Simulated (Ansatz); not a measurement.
These are frozen-core CCSD(T)/def2-TZVPP // B3LYP-D3(BJ)/def2-TZVP (Ansatz, an electronic-structure program) values and carry that method's errors.

Ansatz 0.2 input:
```yaml
crystal:
  periodic: [false, false, false]
  atoms:
    - { symbol: C, position_ang: [-1.703435, 0.029132, -0.381785] }
    - { symbol: C, position_ang: [-0.644046, -0.323753, 0.44516] }
    - { symbol: C, position_ang: [0.653398, -0.049408, 0.214476] }
    - { symbol: C, position_ang: [1.90297, 0.213601, -0.00661] }
    - { symbol: H, position_ang: [-2.717162, -0.233027, -0.117618] }
    - { symbol: H, position_ang: [-1.537099, 0.570439, -1.302261] }
    - { symbol: H, position_ang: [-0.867947, -0.868353, 1.359863] }
    - { symbol: H, position_ang: [2.544491, -0.468939, -0.560033] }
    - { symbol: H, position_ang: [2.368829, 1.130304, 0.348807] }
basis:
  gaussian: { orbitals: def2-TZVPP }
correlation:
  method: ccsd_t
magnetization:
  spin_polarized: true
  initial_magnetization: 1
```

Output:

```
Functional definition: HF
1151 factors; integrals over basis functions are off by at most 8.3e-4 eV
mean field evaluation 1: about -4196.9068 eV, gradient 2.1e1 eV
mean field evaluation 2: about -4196.9141 eV, gradient 2.1e1 eV
mean field evaluation 4: about -4199.8887 eV, gradient 3.0e0 eV
mean field evaluation 8: about -4200.1399 eV, gradient 4.0e-1 eV
mean field evaluation 16: about -4200.1698 eV, gradient 4.5e-5 eV
mean field evaluation 32: about -4200.1694 eV, gradient 7.7e-2 eV
mean field evaluation 64: about -4196.2099 eV, gradient 2.1e-2 eV
mean field -4200.16979748 eV, -154.3533930799 hartree, gradient 1.7e-6 eV, S^2 1.045569; 1 other end points of the search recorded, 0 dependent functions left out
4 core orbitals not correlated
reference -4200.16979748 eV, -154.3533930799 hartree; 11, 10 occupied and 179, 180 virtual orbitals, 1151 factors
second order -16.06437106 eV of doubles, -0.00000000 eV of singles
cycle   1  -16.67944691 eV  change   -6.2e-1 eV  update   1.1e-1
cycle   2  -17.23486977 eV  change   -5.6e-1 eV  update   4.7e-2
cycle   3  -17.43785567 eV  change   -2.0e-1 eV  update   3.4e-2
cycle   4  -17.45889196 eV  change   -2.1e-2 eV  update   1.6e-2
cycle   5  -17.46243171 eV  change   -3.5e-3 eV  update   5.3e-3
cycle   6  -17.46476579 eV  change   -2.3e-3 eV  update   2.0e-3
cycle   7  -17.46477689 eV  change   -1.1e-5 eV  update   7.4e-4
cycle   8  -17.46493037 eV  change   -1.5e-4 eV  update   3.4e-4
cycle   9  -17.46498388 eV  change   -5.4e-5 eV  update   1.5e-4
cycle  10  -17.46493304 eV  change    5.1e-5 eV  update   6.7e-5
cycle  11  -17.46498110 eV  change   -4.8e-5 eV  update   2.7e-5
cycle  12  -17.46497951 eV  change    1.6e-6 eV  update   1.6e-5
perturbative correction -0.81897836 eV, -0.0300968996 hartree
Total energy: -4218.45375535 eV, -155.0253161384 hartree
```

Cost: very roughly 5 core-minutes.
